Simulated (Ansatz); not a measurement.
HB, SMILES `[BH]` (excited triplet) (charge 0, multiplicity 3). This triplet is an excited state, 1.33 eV above the relaxed singlet at the level composite: frozen-core CCSD(T) with HF/cc-pV5Z and the correlation energy extrapolated as X^-3 from cc-pVQZ and cc-pV5Z, plus full CI minus CCSD(T) in cc-pVDZ // B3LYP-D3(BJ)/def2-TZVP (Ansatz, an electronic-structure program).

All values below come from frozen-core full CI/cc-pVDZ // B3LYP-D3(BJ)/def2-TZVP run with Ansatz.

Ansatz 0.2 input:
```yaml
crystal:
  periodic: [false, false, false]
  atoms:
    - { symbol: B, position_ang: [0.595993, -0.000003, -0.000002] }
    - { symbol: H, position_ang: [-0.595993, 0.000003, 0.000002] }
basis:
  gaussian: { orbitals: cc-pVDZ }
correlation:
  method: fci
magnetization:
  spin_polarized: false
  initial_magnetization: 2
```

Output:

```
Functional definition: HF
314 factors; integrals over basis functions are off by at most 2.0e-7 eV
mean field evaluation 1: about -682.1325 eV, gradient 7.5e0 eV
mean field evaluation 2: about -682.1327 eV, gradient 7.5e0 eV
mean field evaluation 4: about -683.2704 eV, gradient 1.1e0 eV
mean field evaluation 8: about -683.2956 eV, gradient 2.1e-4 eV
mean field evaluation 16: about -683.2956 eV, gradient 9.5e-5 eV
mean field -683.29559306 eV, -25.1106498904 hartree, gradient 6.0e-7 eV, S^2 2.000000; 2 other end points of the search recorded, 0 dependent functions left out
1 core orbitals not correlated
reference -683.29559306 eV, -25.1106498904 hartree; 3, 1 occupied and 15, 17 virtual orbitals, 314 factors
state -684.84120248 eV, -25.1674499892 hartree
Total energy: -684.84120248 eV, -25.1674499892 hartree
```
